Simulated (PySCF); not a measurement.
**Sb (antimony, neutral) across methods**

[Kr] 4d10 5s1 5p3 5d1, high-spin 6D determinant (an excited configuration). Calculation: PySCF 2.14, in aug-cc-pVTZ-DK3 (8s7p5d2f, 68 functions); scalar relativity by spin-free X2C-1e. The B2PLYP total includes its PT2 part (frozen core); its orbital energies are those of the SCF part.

```csv
method,E (hartree),mean ε 5s α (eV),mean ε 5p α (eV),mean ε 5d α (eV),Σ⟨r²⟩ (bohr²),⟨S²⟩
PBE,-6479.59,-16.883,-8.233,-0.232,77.79,8.751
r2SCAN,-6480.04,-17.697,-8.688,-0.191,77.61,8.753
UHF,-6477.30293,-23.968,-12.482,-1.763,77.54,8.754
B2PLYP,-6479.32,-20.624,-10.370,-0.899,77.81,8.752
LDA,-6473.79,-17.080,-8.343,-0.208,77.74,8.751
B3LYP,-6480.07,-18.340,-9.027,-0.486,77.97,8.751
wB97X,-6480.21,-21.408,-11.443,-1.792,76.91,8.752
PBE0,-6479.68,-18.839,-9.427,-0.665,77.39,8.752
```

(1) Estimate the same row for TPSSh.

The outer electron is Rydberg-like, and this basis confines it to a smaller radius and binds it less than a complete one would.

Results:

(1) E (hartree) = -6479.75; mean ε 5s α (eV) = -17.749; mean ε 5p α (eV) = -8.754; mean ε 5d α (eV) = -0.365; Σ⟨r²⟩ (bohr²) = 77.60; ⟨S²⟩ = 8.752.
